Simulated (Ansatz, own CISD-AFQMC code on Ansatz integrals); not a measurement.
CH4Si, SMILES `C[SiH]` (excited triplet) (charge 0, multiplicity 3). This triplet is an excited state, 0.99 eV above the relaxed singlet at the level frozen-core CCSD(T)/cc-pVTZ // B3LYP-D3(BJ)/def2-TZVP (Ansatz).

Cartesian coordinates (Å):
```xyz
6

C     -0.5984    -0.0502    -0.0200
Si     1.2243    -0.5400    -0.1899
H     -0.8268     0.8000    -0.6658
H     -1.2384    -0.8833    -0.3113
H     -0.8268     0.2122     1.0149
H      2.2661     0.4612     0.1721
```
Charge 0, spin multiplicity 3.

Frozen-core correlation energies in cc-pVDZ at a geometry from B3LYP-D3(BJ)/def2-TZVP, on an HF energy of -329.05565 Ha (<S^2> = 2.00). Wave-function levels are from Ansatz, the walk from an own CISD-AFQMC code on Ansatz integrals (time step 0.005/Ha, trial state from CCSD amplitudes, largest double 0.03).

```tsv
level	correlation energy (mHa)
MP2	-215.4
CCSD	-249.4
CCSD(T)	-256.0
CCSDT(Q)	-257.2
```

Task: What correlation energy does phaseless AFQMC give, and where does it lie among these levels?

Result: -256.9 ± 0.2 mHa (one standard error). AFQMC minus each level: MP2 -41.5 mHa, CCSD -7.5 mHa, CCSD(T) -0.9 mHa, CCSDT(Q) +0.3 mHa.
